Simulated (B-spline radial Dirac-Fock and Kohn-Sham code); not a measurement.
**Two-hole binding energies of Tb⁸⁺**

System: Tb⁸⁺, configuration [Kr] 4d10 4f7 5s2 5p2.

Model: relaxed Dirac-Fock hole states (ΔSCF) with Breit and QED corrections and a finite nucleus. Program: an atomic code on a B-spline grid. U is the two-hole binding energy less the two single-hole energies, the effective repulsion of the holes after relaxation. Each two-hole energy is an average over J within one jj subconfiguration.

```tsv
holes	E(a) (eV)	E(b) (eV)	E(ab) (eV)	U (eV)
1s⁻¹ 3p3/2⁻¹	52134.0	1752.2	53982.4	96.2
1s⁻¹ 3d3/2⁻¹	52134.0	1413.3	53639.4	92.2
1s⁻¹ 3d5/2⁻¹	52134.0	1380.4	53603.8	89.5
2p1/2⁻²	8391.6	8391.6	17026.1	242.8
2p3/2⁻²	7653.7	7653.7	15515.1	207.7
2p1/2⁻¹ 3d3/2⁻¹	8391.6	1413.3	9893.3	88.4
2p1/2⁻¹ 3d5/2⁻¹	8391.6	1380.4	9862.4	90.4
2p3/2⁻¹ 3s⁻¹	7653.7	2106.5	9841.7	81.4
2p3/2⁻¹ 3p1/2⁻¹	7653.7	1907.0	?	?
2p3/2⁻¹ 3d3/2⁻¹	7653.7	1413.3	9158.8	91.8
3p1/2⁻¹ 3p3/2⁻¹	1907.0	1752.2	3719.8	60.6
3d3/2⁻²	1413.3	1413.3	2896.4	69.8
3d3/2⁻¹ 3d5/2⁻¹	1413.3	1380.4	2864.0	70.4
4d3/2⁻²	294.3	294.3	618.1	29.6
```

Q: Give the missing two-hole energy and U.

A: E(ab) = 9648.6 eV and U = 87.8 eV.

Values without a named source are computed, but for edge energies of neutral atoms, which are taken from tables.
